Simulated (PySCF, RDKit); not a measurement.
The same groups moved round the core (phenanthrene mercapto). Isolated molecules, 0 K electronic values unless said otherwise. One relaxed conformer stands for each flexible species; it need not be the lowest. Strings in code marks are SMILES.

Quantity: electronic energy of isomers of C14H10S relative to `Sc1ccc2ccc3ccccc3c2c1` (H–S–C–C torsion 180°), in eV. Force-field values (RDKit) are differences of steric energies, which aren't made for comparing isomers with other bonds.

Level 1: PBE-D3(BJ)/def2-SVP // PBE0-D4/def2-SVP (PySCF)
Level 2: PBE/6-31G* // PBE0-D4/def2-SVP (PySCF)
Level 3: HF/STO-3G // PBE0-D4/def2-SVP (PySCF)
Level 4: MMFF94, relaxed from the DFT geometry (RDKit)

| species | level 1 | level 2 | level 3 | level 4 |
|---|---|---|---|---|
| `Sc1ccc2c(ccc3ccccc32)c1` (H–S–C–C torsion 0°) | 0.004 | 0.000 | -0.002 | 0.033 |
| `Sc1cccc2c1ccc1ccccc12` (H–S–C–C torsion 127°) | 0.051 | [?] | 0.184 | 0.50 |
| `Sc1cc2ccccc2c2ccccc12` (H–S–C–C torsion 128°) | [?] | 0.057 | 0.168 | 0.426 |

**Question.** Some entries are withheld; supply them.

**Answer.** 
- `Sc1cccc2c1ccc1ccccc12` (H–S–C–C torsion 127°), level 2: 0.074
- `Sc1cc2ccccc2c2ccccc12` (H–S–C–C torsion 128°), level 1: 0.034
